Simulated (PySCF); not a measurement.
Match the calculated data to a structure.

All candidates are C7H11FSi.

| technique | computed result |
| --- | --- |
| UV, strongest line | among the 10 lowest singlet transitions: S3 at 6.23 eV (199 nm, f = 0.125) [TDDFT B3LYP/def2-SVPD] |
| Polarisability | 108.8 au [B3LYP/def2-SVPD] |
| UV, first state | lowest singlet excitation: 5.89 eV (210 nm, f = 0.019) [TDDFT B3LYP/def2-SVPD] |
| Dipole | 1.65 D [B3LYP/def2-SVPD] |
| Rotational structure | rotational constants A, B, C: 1.968, 0.912, 0.798 GHz [PBE0-D3(BJ)/def2-SVP] |
| 13C NMR | chemical shifts (computed TMS as zero) by class: 86.6 (1 C), 77.3 (1 C), 74.7 (1 C), 25.9 (1 C), 19.7 (1 C), 17.5 (1 C), 6.6 (1 C) ppm [GIAO PBE0/pcSseg-1] |
| Triplet | lowest triplet excitation (Tamm–Dancoff): 5.02 eV [TDA B3LYP/def2-SVPD] |
| Valence photoelectron | vertical ionisation energy: 8.68 eV [ΔSCF B3LYP/def2-SVPD] |

Electronic properties: PySCF, gas phase, density fitting. Levels stand in brackets. The structure is a single PBE0-D3(BJ)/def2-SVP conformer in the gas phase; no vibrational or solvent corrections. NMR classes are plain means over equivalent atoms (diastereotopic ones count apart unless rotation or inversion swaps them), as if these changed places fast.

Question: Which candidate is it?
A. `C#CC[C@@H](C)[Si@@H]1C[C@@H]1F`
B. `CC(C)C1=C[SiH2]C=C1F`
C. `C=C[Si@@H]1CC=C(CF)C1`

Answer: A. It is `C#CC[C@@H](C)[Si@@H]1C[C@@H]1F`. Numbering: `[CH:1]#[C:2][CH2:3][C@@H:4]([CH3:5])[Si@@H:6]1[CH2:7][C@@H:8]1[F:9]`. Its formula, C7H11FSi, gives 3 degrees of unsaturation: 1 ring and 2 π bonds in the structure found. 7 carbons fall into 7 classes; from least to most shielded: alkyne carbon [C2] (86.6 ppm), terminal alkyne carbon [C1] (77.3 ppm), sp3 C–F carbon [C8] (74.7 ppm), propargylic carbon [C3] (25.9 ppm), chain sp3 carbon bound to silicon [C4] (19.7 ppm), methyl carbon [C5] (17.5 ppm), ring sp3 carbon bound to silicon [C7] (6.6 ppm). The first electron is taken from the HOMO, whose largest Löwdin shares are 0.27 on the sp3 C–F carbon, 0.26 on the SiH silicon, 0.18 on an sp3 carbon bound to silicon and 0.12 on the alkyl fluorine. The optimised geometry has point group C1 and is an asymmetric top.

The others, at the same levels:
- `C=C[Si@@H]1CC=C(CF)C1` fails: its computed 13C shifts are 148.0 (1 C), 145.0 (1 C), 144.5 (1 C), 132.7 (1 C), 86.1 (1 C), 18.0 (1 C), 15.6 (1 C) ppm, lowest singlet excitation is 5.33 eV (233 nm, f = 0.002) (against 5.89 eV) and vertical ionisation energy is 8.84 eV (against 8.68 eV).
- `CC(C)C1=C[SiH2]C=C1F` fails: it has 6 carbon classes against 7; its computed 13C shifts are 178.8 (1 C), 174.0 (1 C), 124.7 (1 C), 95.5 (1 C), 32.3 (1 C), 22.6 (2 C) ppm, lowest singlet excitation is 4.42 eV (281 nm, f = 0.045) (against 5.89 eV) and lowest triplet excitation (Tamm–Dancoff) is 2.84 eV (against 5.02 eV).

Each candidate is one conformer, not necessarily the lowest. The conformers computed, where there is a choice (atom-mapped SMILES and torsion angles):
- `[CH:1]#[C:2][CH2:3][C@@H:4]([CH3:5])[Si@@H:6]1[CH2:7][C@@H:8]1[F:9]`: C2–C3–C4–C5 -67°, C3–C4–Si6–C7 121°
- `[CH3:1][CH:2]([CH3:3])[C:4]1=[CH:5][SiH2:6][CH:7]=[C:8]1[F:9]`: C1–C2–C4–C5 17°

The conformers of `C=C[Si@@H]1CC=C(CF)C1` aren't listed.
